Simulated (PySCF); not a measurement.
## Correlation energy of O (oxygen, neutral)

[He] 2s2 2p4, high-spin 3P determinant. Computed with PySCF 2.14 in cc-pVDZ-DK, with the spin-free X2C one-electron Hamiltonian (Gaussian nucleus). Frozen: 1s2; 6 electrons correlated.

MP2 pair energies summed by pair of shells (mhartree):

```json
{"pair": "2p-2p", "energy": "-49.29", "share (%)": "48.3"}
{"pair": "2s-2p", "energy": "-44.91", "share (%)": "44.0"}
{"pair": "2s-2s", "energy": "-7.83", "share (%)": "7.7"}
```

Total MP2 correlation energy: -102.03 mhartree.

Same-spin part -26.07 and opposite-spin part -75.96 mhartree; SCS-MP2 scales them by 1/3 and 6/5 to -99.84 mhartree.

```csv
level,correlation energy (mhartree)
CCSD,-117.10
(T),-0.75
CCSD(T),-117.85
```

Diagnostics: T1 = 0.0033, D1 = 0.0071, largest double amplitude 0.054.

Task: Is a single reference adequate?

Result: Yes: T1 lies below 0.03 and no double amplitude reaches 0.07.
